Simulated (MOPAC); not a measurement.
MOPAC input (PM3):

```
PM3 1SCF CHARGE=-1 GEO-OK AUX(PRECISION=9) THREADS=1
C2BCl2

C     2.86990500 1   -0.07346300 1    0.27203100 1
C     1.62417500 1   -0.04157500 1    0.15395100 1
B     0.18416900 1   -0.00471400 1    0.01745700 1
Cl   -0.77667900 1    1.52718400 1   -0.12967100 1
Cl   -0.86363400 1   -1.48519500 1   -0.02581000 1
```

Output:

```
 *******************************************************************************
 **                                                                           **
 **                              MOPAC v23.2.5                                **
 **                                                                           **
 *******************************************************************************
 ** MOPAC's Digital Object Identifier: https://doi.org/10.5281/zenodo.6511958 **
 **                                                                           **
 ** Please cite the open-source release paper for use of this MOPAC version:  **
 ** J. E. Moussa and J. J. P. Stewart (2026)                                  **
 ** MOPAC: An open-source semiempirical molecular orbital program             **
 ** J. Open Source Softw., 11(119), 8025, https://doi.org/10.21105/joss.08025 **
 *******************************************************************************

                              PM3 CALCULATION RESULTS

 *******************************************************************************
 *  PM3        - The PM3 Hamiltonian to be used
 *  GEO-OK     - OVERRIDE INTERATOMIC DISTANCE AND OTHER SAFETY CHECKS
 *
 *
 *
 *                 CHARGE ON SYSTEM = -1
 *
 *
 *
 *  1SCF       - DO 1 SCF AND THEN STOP
 *  AUX        - OUTPUT AUXILIARY INFORMATION
 *******************************************************************************
PM3 1SCF CHARGE=-1 GEO-OK AUX(PRECISION=9) THREADS=1
 C2BCl2

   ATOM   CHEMICAL          X               Y               Z
  NUMBER   SYMBOL      (ANGSTROMS)     (ANGSTROMS)     (ANGSTROMS)

     1       C          2.86990500  *  -0.07346300  *   0.27203100  *
     2       C          1.62417500  *  -0.04157500  *   0.15395100  *
     3       B          0.18416900  *  -0.00471400  *   0.01745700  *
     4      Cl         -0.77667900  *   1.52718400  *  -0.12967100  *
     5      Cl         -0.86363400  *  -1.48519500  *  -0.02581000  *

          CARTESIAN COORDINATES

    NO.       ATOM           X           Y           Z

     1         C          2.8699     -0.0735      0.2720
     2         C          1.6242     -0.0416      0.1540
     3         B          0.1842     -0.0047      0.0175
     4        Cl         -0.7767      1.5272     -0.1297
     5        Cl         -0.8636     -1.4852     -0.0258

  B: (PM3): J. J. P. STEWART, J. MOL. MOD., 10, 155-164 (2004)
  C: (PM3): J. J. P. STEWART, J. COMP. CHEM. 10, 209 (1989).
 Cl: (PM3): J. J. P. STEWART, J. COMP. CHEM. 10, 209 (1989).

           Empirical Formula: C2 B Cl2  =     5 atoms

      MOLECULAR POINT GROUP   :   C2v

      RHF CALCULATION, NO. OF DOUBLY OCCUPIED LEVELS = 13

 -------------------------------------------------------------------------------
 PM3 1SCF CHARGE=-1 GEO-OK AUX(PRECISION=9) THREADS=1
 C2BCl2

     1SCF WAS SPECIFIED, SO BFGS WAS NOT USED
     SCF FIELD WAS ACHIEVED

                              PM3 CALCULATION
                                                       MOPAC v23.2.5 Linux

          FINAL HEAT OF FORMATION =        -11.04060 KCAL/MOL =     -46.19385 KJ/MOL

          COSMO AREA              =        128.23 SQUARE ANGSTROMS
          COSMO VOLUME            =        114.61 CUBIC ANGSTROMS

          IONIZATION POTENTIAL    =          5.104140 EV
          HOMO LUMO ENERGIES (EV) =         -5.104  4.322
          NO. OF FILLED LEVELS    =         13
          MOLECULAR WEIGHT        =        105.7380         POINT GROUP:  C2v

          MOLECULAR DIMENSIONS (Angstroms)

            Atom       Atom       Distance
           Cl     4    C     1     4.00263
           Cl     5    C     1     2.79332
            C     2    B     3     0.00000

          SCF CALCULATIONS        =          1

   ATOM   CHEMICAL          X               Y               Z
  NUMBER   SYMBOL      (ANGSTROMS)     (ANGSTROMS)     (ANGSTROMS)

     1       C          2.86990500  *  -0.07346300  *   0.27203100  *
     2       C          1.62417500  *  -0.04157500  *   0.15395100  *
     3       B          0.18416900  *  -0.00471400  *   0.01745700  *
     4      Cl         -0.77667900  *   1.52718400  *  -0.12967100  *
     5      Cl         -0.86363400  *  -1.48519500  *  -0.02581000  *

                             CARTESIAN COORDINATES

   1    C        2.869905000    -0.073463000     0.272031000
   2    C        1.624175000    -0.041575000     0.153951000
   3    B        0.184169000    -0.004714000     0.017457000
   4   Cl       -0.776679000     1.527184000    -0.129671000
   5   Cl       -0.863634000    -1.485195000    -0.025810000

           Empirical Formula: C2 B Cl2  =     5 atoms

      MOLECULAR POINT GROUP   :   C2v

                  EIGENVALUES
 -51.91567 -50.67717 -24.75931 -16.19411 -10.70553  -9.42448  -8.39173  -6.59117
  -6.51745  -6.33328  -5.51446  -5.41625  -5.10414   4.32160   5.63301   6.19118
   7.99602   8.34126   8.67201  11.85294

              NET ATOMIC CHARGES AND DIPOLE CONTRIBUTIONS

  ATOM NO.   TYPE          CHARGE      No. of ELECS.   s-Pop       p-Pop
    1          C          -0.109883        4.1099     1.75776     2.35213
    2          C          -0.609152        4.6092     1.24182     3.36733
    3          B           0.002142        2.9979     1.05685     1.94101
    4         Cl          -0.141553        7.1416     1.96175     5.17980
    5         Cl          -0.141553        7.1416     1.96175     5.17980
 DIPOLE           X         Y         Z       TOTAL
 POINT-CHG.    -5.249     0.134    -0.498     5.274
 HYBRID        -1.371     0.035    -0.130     1.377
 SUM           -6.619     0.169    -0.627     6.651

          ATOMIC ORBITAL ELECTRON POPULATIONS

     Atom    s        px        py        pz
    1  C   1.75776   1.07608   0.73237   0.54367
    2  C   1.24182   1.01579   1.19517   1.15638
    3  B   1.05685   0.76538   0.64673   0.52890
    4 Cl   1.96175   1.79280   1.50179   1.88521
    5 Cl   1.96175   1.75884   1.53190   1.88905

 **********************
 *                    *
 * JOB ENDED NORMALLY *
 *                    *
 **********************

 == MOPAC DONE ==
```

The dipole moment of an ion depends on the origin.

The geometry given is a B3LYP-D3(BJ)/def2-TZVP minimum.
